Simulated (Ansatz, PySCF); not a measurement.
C4HCl2F, SMILES C#CC(F)=C(Cl)Cl. Atoms are numbered in the order given.

```xyz
8

C     -0.1656     3.1188     0.0000
C      0.2139     1.9670     0.0000
C      0.6855     0.6318     0.0000
F      2.0049     0.4733     0.0000
C     -0.1070    -0.4631     0.0000
Cl    -1.8116    -0.3425     0.0000
Cl     0.5656    -2.0333     0.0000
H     -0.5075     4.1380     0.0000
```

Coordinates come from a PBE0-D3(BJ)/def2-SVP optimisation. This is a generated structure with no PubChem entry under its InChIKey; it may be hypothetical.

Two levels are set side by side: PBE-D3(BJ)/def2-SVP (Ansatz, an electronic-structure program) and PBE0-D3(BJ)/def2-SVP (Ansatz). Each level has its own optimised geometry; the coordinates shown are those of the second. Frequencies come from the Hessian of PySCF at each geometry. Differences are taken from unrounded values.

```csv
quantity,PBE0-D3(BJ),PBE-D3(BJ),PBE-D3(BJ) minus PBE0-D3(BJ)
mean bond length (Å),1.400,1.411,0.011
bond C1–C2 (Å),1.213,1.226,0.013
bond C2–C3 (Å),1.416,1.415,-0.001
bond C3–F4 (Å),1.329,1.347,0.018
bond C3–C5 (Å),1.352,1.368,0.017
bond C5–Cl6 (Å),1.709,1.722,0.013
bond C5–Cl7 (Å),1.708,1.721,0.012
bond C1–H8 (Å),1.075,1.081,0.006
highest harmonic wavenumber (cm⁻¹),3486,3404,-82
mean harmonic wavenumber (cm⁻¹),876,836,-40
zero-point energy (kcal/mol),22.55,21.51,-1.04
```

Exact exchange shortens and stiffens bonds; PBE has none. Differences between two approximate levels are no errors against the true value.
